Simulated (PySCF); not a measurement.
## Static response to an electric field

Si(vinyl)3(NHiPr), C₉H₁₇NSi.
Geometry (PBE0-D3(BJ)/def2-SVP, Å), atoms numbered from 1 in this order:
```xyz
28
C9H17NSi angstrom
Si    -0.2497    0.5518    0.2322
C     -0.2826    0.3974    2.1074
C     -1.0429    1.1222    2.9370
H      0.3599   -0.3741    2.5569
H     -1.7094    1.9084    2.5645
H     -1.0373    0.9666    4.0223
C      1.5531    0.6951   -0.2655
C      2.0541    1.6977   -0.9967
H      2.2594   -0.0617    0.1043
H      1.4151    2.4980   -1.3864
H      3.1215    1.7672   -1.2366
C     -1.2205    2.0666   -0.2969
C     -1.0146    3.3035    0.1718
H     -1.9885    1.9290   -1.0703
H     -0.2570    3.5114    0.9368
H     -1.5861    4.1683   -0.1848
N     -1.0056   -0.8034   -0.5653
C     -0.4369   -2.1110   -0.8756
C      0.2699   -2.7613    0.3131
C      0.4732   -2.0430   -2.0981
H     -2.0060   -0.8502   -0.4023
H     -1.2866   -2.7637   -1.1425
H      1.1563   -2.1771    0.6112
H      0.6151   -3.7784    0.0694
H     -0.4013   -2.8221    1.1828
H      1.3491   -1.4057   -1.9029
H      0.8357   -3.0445   -2.3793
H     -0.0676   -1.6101   -2.9518
```

Level: B3LYP/def2-SVPD (PySCF), static field, nuclei fixed, core orbitals frozen in the response. The polarisability tensor in these axes (au):

```
x   129.00  -4.70 -13.30
y    -4.70 159.51   5.84
z   -13.30   5.84 143.15
```

Q: What are the eigenvalues, a third of the trace, and Δα (Δα² = ½Σ(αi − αj)² over the three pairs)?

A: Principal values 120.98, 146.81 and 163.87 au; mean 143.89 au = 21.32 Å³ = 23.72 × 10⁻⁴⁰ C²·m²/J; Δα = 37.40 au (26 % of the mean).

Q: What is the dipole moment, and where does it point?

A: (-0.36, -0.42, 0.08) D, 0.55 D in size, pointing from the negative to the positive side. Measured along this direction, the outermost atoms are H11 at the negative end and H22 at the positive end.

Q: What would n − 1 = 2πNα be for an ideal gas of these molecules at 298.15 K and 1 atm, electronic part alone?

A: N = p/kT = 2.4615 × 10¹⁹ cm⁻³, so n − 1 = 2π × N × 21.32 × 10⁻²⁴ cm³ = 3298 × 10⁻⁶ at long wavelengths.

Q: Find the Langevin capture rate constant for O2+ (31.990 u) meeting this molecule (167.113 u), k = 2.342 × 10⁻⁹ cm³/s × √(α in Å³ / reduced mass in u).

A: The reduced mass is 26.85 u, so k = 2.09 × 10⁻⁹ cm³/s. The formula leaves out the permanent dipole, which adds to the capture rate.

Q: What molar refraction does this α imply?

A: Lorentz–Lorenz: R = (4π/3)N_A α = 2.5225 cm³/(mol·Å³) × 21.32 Å³ = 53.8 cm³/mol, in the limit of long wavelengths.

The structure is a single PBE0-D3(BJ)/def2-SVP conformer in the gas phase; no vibrational or solvent corrections.
